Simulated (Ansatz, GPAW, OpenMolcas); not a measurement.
**How basis sets differ on AgH (SMILES [AgH])**

The species is AgH (2 atoms), meant as a singlet with charge 0. SMILES: `[AgH]`. The bond length is the measured one.

```xyz
2

Ag    0.0000    0.0000    0.0000
H     0.0000    0.0000    1.6181
```

Quantity: the HOMO–LUMO gap, in eV. The values are calculated.

| level | kind | program | value (eV) |
| --- | --- | --- | --- |
| PBE/real-space grid (scalar-relativistic datasets) | GGA | GPAW | 2.96 |
| PBE/def2-SV(P) (core potential) | GGA | OpenMolcas | 2.94 |
| PBE/def2-SVP (core potential) | GGA | OpenMolcas | 2.97 |
| PBE/def2-TZVP (core potential) | GGA | Ansatz | 2.96 |
| PBE/def2-TZVPP (core potential) | GGA | OpenMolcas | 2.98 |
| PBE/def2-QZVP (core potential) | GGA | OpenMolcas | 2.99 |
| PBE/def2-QZVPP (core potential) | GGA | OpenMolcas | 3.00 |

The values span 2.94 to 3.00 eV. Orbital gaps aren't excitation energies.
